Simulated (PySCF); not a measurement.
# How methods differ on the ionisation energy of Cl(2+)

Cl(2+) [Ne] 3s2 3p3 (4S) → Cl(3+) [Ne] 3s2 3p2 (3P), as a difference of total energies. Computed with PySCF 2.14 in dyall-av3z, with no relativity, point nucleus. Correlated levels: valence: [Ne] frozen; virtual orbitals above 40 to 60 times the deepest correlated orbital energy dropped. The calculations carry no spin-orbit coupling.

| method | ionisation energy (eV) |
| --- | --- |
| UHF | 38.972 |
| MP2 (valence) | 39.624 |
| SCS-MP2 (valence) | 39.425 |
| CCSD (valence) | 39.551 |
| CCSD(T) (valence) | 39.585 |

Question: How much does correlation contribute at CCSD(T) (valence)?

Answer: 39.585 − (38.972) = 0.613 eV, measured against UHF.

A first-order spin-orbit estimate (lowest level to lowest level, LS coupling) adds -0.099 eV.

Errors of the correlated levels include the incompleteness of this basis and the frozen core.

For comparison: 39.8 ± 0.11 eV (semi-empirical (NIST evaluation); NIST Atomic Spectra Database, ionization energies).
